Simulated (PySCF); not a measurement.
# `CC(C)[C@@H]1C=NNC1`, C$_{6}$H$_{12}$N$_{2}$

Geometry:
| atom | x (Å) | y (Å) | z (Å) |
| --- | --- | --- | --- |
| C1 | 1.111 | -1.316 | -0.171 |
| C2 | 1.014 | 0.114 | 0.355 |
| C3 | 1.762 | 1.083 | -0.558 |
| C4 | -0.446 | 0.565 | 0.555 |
| C5 | -1.192 | -0.352 | 1.501 |
| N6 | -2.168 | -0.963 | 0.966 |
| N7 | -2.238 | -0.669 | -0.352 |
| C8 | -1.353 | 0.454 | -0.685 |
| H9 | 0.705 | -1.393 | -1.176 |
| H10 | 2.151 | -1.633 | -0.199 |
| H11 | 0.558 | -1.996 | 0.472 |
| H12 | 1.487 | 0.145 | 1.345 |
| H13 | 2.806 | 0.788 | -0.643 |
| H14 | 1.724 | 2.095 | -0.161 |
| H15 | 1.329 | 1.090 | -1.555 |
| H16 | -0.426 | 1.587 | 0.947 |
| H17 | -0.920 | -0.518 | 2.525 |
| H18 | -3.177 | -0.667 | -0.722 |
| H19 | -0.807 | 0.220 | -1.599 |
| H20 | -1.924 | 1.376 | -0.848 |

Computed, not measured: GIAO B97-2/pcSseg-1 magnetisability, rotational g tensor and spin-rotation constants, non-relativistic, gas phase in PySCF 2.14.0. Geometry: GFN2-xTB.

Question: How diamagnetic is it, and how anisotropic?

Answer: Isotropic -1301 × 10⁻³⁰ J/T², or -78.4 × 10⁻⁶ cm³/mol; principal values -1406, -1312, -1186 × 10⁻³⁰ J/T², anisotropy 191 × 10⁻³⁰ J/T² (root of half the summed squared differences of the principal values). The susceptibility is in cgs units.

Question: Split it along the inertial axes a, b, c into diamagnetic and paramagnetic parts about the centre of mass, with the quadrupole moment.

Answer: 
```csv
axis,χ (10⁻⁶ cm³/mol),diamagnetic (10⁻⁶ cm³/mol),paramagnetic (10⁻⁶ cm³/mol),summed x² of all electrons (Å²),quadrupole Θ (D Å)
a,-78.5,-450.1,371.5,169.6,-3.68
b,-79.0,-915.6,836.7,59.8,+2.89
c,-77.6,-973.2,895.5,46.3,+0.79
```
Anisotropies 2χaa − χbb − χcc = -0.5 and 2χbb − χaa − χcc = -1.8 × 10⁻⁶ cm³/mol. Θ is traceless in Buckingham's convention.

Question: And the rotational g tensor?

Answer: 
| axis | rotational constant (GHz) | g | nuclear part | electronic part |
| --- | --- | --- | --- | --- |
| a | 3.8006 | -0.0158 | 0.6476 | -0.6634 |
| b | 1.5252 | -0.0088 | 0.5907 | -0.5995 |
| c | 1.4291 | -0.0083 | 0.5929 | -0.6012 |

Asymmetric top; isotopes 12C, 1H, 14N; no vibrational averaging.
